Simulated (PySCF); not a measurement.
Compound: C₅H₁₀BN.
SMILES with atom numbers: `[CH3:1][C:2]#[C:3][BH:4][N:5]([CH3:6])[CH3:7]` (hydrogens: H8, H9, H10 on C1; H11 on B4; H12, H13, H14 on C6; H15, H16, H17 on C7)

Computed by this run: PBE0-D3(BJ)/def2-SVP geometry optimisation, gas phase in PySCF 2.14.0; density fitting, grid level 1; the optimiser is geomeTRIC in internal coordinates, started from a GFN2-xTB structure with every atom displaced at random (about 0.01 Å).

Step 0: E = -7499.4937 eV
```
atom  x, y, z in Å  |  force x, y, z in eV/Å
C1      3.8757    0.5030   -0.5615   -1.836   1.229   0.168
C2      2.4968    0.0207   -0.4445    0.624   0.089   0.042
C3      1.3554   -0.3945   -0.3462    1.789   0.553  -0.153
B4      0.0057   -0.9491   -0.2148   -2.206   0.025   0.236
N5     -1.1053   -0.1140    0.0083    0.376   0.639   0.135
C6     -0.9974    1.3310    0.1494   -0.292  -0.938   0.306
C7     -2.4562   -0.5617    0.1490   -0.056   0.520  -0.025
H8      4.2476    0.8278    0.4091    0.212  -0.011   0.398
H9      3.8726    1.4039   -1.2047    0.213  -0.214  -0.025
H10     4.5069   -0.2435   -0.9667    1.030  -1.011  -0.606
H11    -0.2208   -2.1111   -0.2965   -0.032  -0.635  -0.056
H12    -1.5822    1.8327   -0.6104   -0.402   0.360  -0.582
H13    -1.3892    1.6612    1.1218    0.006   0.017   0.199
H14     0.0302    1.6274    0.0543    0.802   0.288  -0.034
H15    -3.1010   -0.1246   -0.6281   -0.118   0.086  -0.122
H16    -2.5108   -1.6276    0.0641   -0.042  -1.012  -0.048
H17    -2.8756   -0.2597    1.1201   -0.069   0.014   0.166
```

Step 1: E = -7499.6620 eV
```
atom  x, y, z in Å  |  force x, y, z in eV/Å
C1      3.8886    0.5207   -0.5701    0.340  -0.363  -0.068
C2      2.5344    0.0233   -0.4338    0.052   0.046  -0.028
C3      1.3926   -0.3894   -0.3260   -0.412  -0.151   0.050
B4     -0.0417   -0.9361   -0.1972    0.336   0.067  -0.036
N5     -1.1284   -0.0875    0.0287   -0.079  -0.073  -0.010
C6     -1.0190    1.3419    0.1585    0.083   0.239  -0.069
C7     -2.4803   -0.5739    0.1450   -0.073  -0.147  -0.002
H8      4.2963    0.8301    0.4064   -0.006  -0.006  -0.026
H9      3.9317    1.3890   -1.2405   -0.014   0.113  -0.063
H10     4.5656   -0.2586   -0.9875   -0.222   0.259   0.161
H11    -0.2527   -2.1246   -0.2927   -0.008   0.007   0.003
H12    -1.6002    1.8626   -0.6289    0.049  -0.071   0.071
H13    -1.4109    1.6845    1.1333    0.007  -0.014   0.000
H14     0.0341    1.6506    0.0748   -0.108  -0.047   0.010
H15    -3.1312   -0.1354   -0.6325    0.000   0.017  -0.012
H16    -2.5100   -1.6692    0.0413    0.059   0.116   0.005
H17    -2.9164   -0.3064    1.1240   -0.004   0.008   0.015
```

Task: Estimate the geometry and energy of step 2. (The exact step hangs on the optimiser's Hessian estimate; all steps are aligned on step 1, rigid shifts and turns removed.)

Result: E = -7499.6677 eV, largest force 0.107 eV/Å
```
atom  x, y, z in Å  |  force x, y, z in eV/Å
C1      3.9041    0.5043   -0.5727    0.064  -0.066  -0.039
C2      2.5407    0.0246   -0.4372   -0.015   0.006  -0.010
C3      1.3933   -0.3772   -0.3280   -0.097   0.038   0.023
B4     -0.0365   -0.9132   -0.1983    0.082  -0.036  -0.010
N5     -1.1344   -0.0769    0.0292    0.022   0.018  -0.002
C6     -1.0388    1.3564    0.1606    0.007   0.045  -0.011
C7     -2.4795   -0.5831    0.1458   -0.018  -0.028  -0.004
H8      4.3139    0.8096    0.4034   -0.009   0.007   0.003
H9      3.9563    1.3764   -1.2440   -0.011   0.002   0.014
H10     4.5671   -0.2761   -0.9836   -0.042   0.039   0.027
H11    -0.2452   -2.1018   -0.2941   -0.005  -0.017  -0.001
H12    -1.6265    1.8676   -0.6237    0.003  -0.012   0.008
H13    -1.4313    1.6927    1.1371    0.005  -0.007   0.001
H14     0.0084    1.6730    0.0747    0.000  -0.010   0.001
H15    -3.1369   -0.1536   -0.6319    0.003   0.005   0.002
H16    -2.4823   -1.6752    0.0389    0.006   0.009  -0.001
H17    -2.9197   -0.3259    1.1263    0.004   0.004  -0.002
```

The energy changes by -0.0057 eV. The first-order estimate −F·Δx gives -0.0107 eV and the mean of the old and new forces, exact on a quadratic surface, -0.0056 eV. The step makes an angle of 83° with the force vector and moves no atom by more than 0.034 Å.

What follows is the cost of the whole optimisation. On Intel Xeon at 2.70 GHz, one thread, on a shared host, this took 76 s of wall time and 0.58 GiB of memory at its peak.
